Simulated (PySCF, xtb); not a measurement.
Al(OH)(OMe)(NH2) (CH6AlNO2), SMILES C[O][Al]([NH2])[OH].

GFN2-xTB in xtb at its own geometry gives an orbital gap of 3.73 eV and a dipole moment of 0.81 D.

Geometry: PBE0-D3(BJ)/def2-SVP. The structure was generated by enumeration; whether it is a known compound was not checked. The values are those of a single conformer.

Problem. What does M06-2X/def2-TZVP (PySCF) give? (The exact figures need the calculation; the answer reports its results.)

Solution. gap 9.18 eV (levels -8.76 and 0.43 eV), dipole 1.70 D.
